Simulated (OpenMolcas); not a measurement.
## Computed transition rates of Sc⁺

```json
{"Program": "OpenMolcas", "Method": "CASSCF", "Basis": "ANO-R3 [7s5p5d3f2g]", "Scalar Hamiltonian": "X2C, finite nucleus", "Active space": "2 electrons in 6 orbitals (3d 4s)", "State averaging": "2S+1 = 3 even, 15 roots; 2S+1 = 1 even, 21 roots kept (CI in the orbitals of an earlier block)", "Spin-orbit coupling": "RASSI with atomic mean-field integrals over the reference wave functions, term energies averaged over their components"}
```

Rates come from the transition moments of the reference wave functions (E1 and E2 in the length form). At fixed line strength A goes as λ^-3 for E1 and M1 and as λ^-5 for E2, so a rate at the computed wavelength can be rescaled to the measured one. Measured vacuum wavelengths follow from level energies in NIST Handbook of Basic Atomic Spectroscopic Data. Branching counts decays inside the model space alone, at computed energies, and the table is only a selection of the E2 and M1 lines, drawn from those between levels with measured partners whose computed energy lies within a factor of 1.5 of the measured one.

| Upper | Lower | Type | λ computed (nm) | λ measured (nm) | A computed (s-1) | A rescaled (s-1) | Branching % |
| --- | --- | --- | --- | --- | --- | --- | --- |
| 3d 4s 3D3 | 3d 4s 3D2 | M1 | 104600 | 90880 | 1.58e-05 | 2.41e-05 | 100.0 |
| 3d2 3F2 | 3d 4s 3D3 | E2 | 1922 | 2162 | 2.85e-04 | 1.58e-04 | 3.5 |
| 3d2 3F3 | 3d 4s 3D3 | E2 | 1888 | 2125 | 2.35e-03 | 1.30e-03 | 27.6 |
| 3d2 3F2 | 3d 4s 3D2 | E2 | 1887 | 2112 | 3.13e-03 | 1.78e-03 | 38.6 |
| 3d2 3F2 | 3d 4s 3D1 | E2 | 1865 | 2082 | 4.65e-03 | 2.68e-03 | 57.4 |
| 3d2 3F3 | 3d 4s 3D2 | E2 | 1854 | 2076 | 4.28e-03 | 2.43e-03 | 50.2 |
| 3d2 3F4 | 3d 4s 3D3 | E2 | 1844 | 2079 | 7.33e-03 | 4.02e-03 | 81.7 |
| 3d2 3F3 | 3d 4s 3D1 | E2 | 1833 | 2048 | 1.81e-03 | 1.04e-03 | 21.3 |
| 3d2 3F4 | 3d 4s 3D2 | E2 | 1812 | 2032 | 1.60e-03 | 9.02e-04 | 17.8 |
| 3d2 3P1 | 3d2 3F3 | E2 | 1011 | 1385 | 6.56e-02 | 1.36e-02 | 4.0 |
| 3d2 3P0 | 3d2 3F2 | E2 | 1005 | 1375 | 1.01e-01 | 2.11e-02 | 6.1 |
| 3d2 3P1 | 3d2 3F2 | E2 | 1002 | 1370 | 3.44e-02 | 7.20e-03 | 2.1 |
| 3d2 1G4 | 3d 4s 1D2 | E2 | 716.9 | 853.2 | 5.85e-01 | 2.45e-01 | 99.3 |
| 3d2 3P1 | 3d 4s 3D3 | E2 | 658.5 | 838.7 | 7.07e-01 | 2.11e-01 | 42.7 |
| 3d2 3P0 | 3d 4s 3D2 | E2 | 655.8 | 832.9 | 1.54e+00 | 4.66e-01 | 93.8 |
| 3d2 3P1 | 3d 4s 3D2 | E2 | 654.4 | 831 | 1.30e-01 | 3.94e-02 | 7.9 |
| 3d2 3P1 | 3d 4s 3D1 | E2 | 651.8 | 826.3 | 7.18e-01 | 2.19e-01 | 43.4 |
| 3d2 1S0 | 3d 4s 1D2 | E2 | 285.3 | 427.1 | 1.21e+02 | 1.61e+01 | 74.1 |

The largest correction is for 3d2 1S0 → 3d 4s 1D2 (E2): 1.21e+02 × (285.3 / 427.1)^5 = 1.61e+01 s-1, a factor of 0.13.

These are rates of the free ion; in crystals, glasses and complexes forced electric-dipole and non-radiative decay shorten such lifetimes by orders of magnitude. No measured rate stands beside these. Rescaling mends the energy factor alone: line strengths can still be far off where a level mixes with configurations outside the active space, and weak or spin-changing lines hang on small mixing coefficients that depend on the term gaps too, so rescaling need not improve them.

Without dynamic correlation excited terms often stand tens of per cent too high (terms of higher spin than the ground term too low), and those without a measured partner can miss by more than the paired ones. Terms from blocks run as CI alone lack orbitals of their own. A single d shell beside an s shell can misplace configurations of different d count against each other. Measured partners are found by configuration, term and J. A level has none where our copy of the source lacks it or the pairing is in doubt (some pairs that miss far off the trend of their configuration count as doubtful). Only configurations of the active space appear.
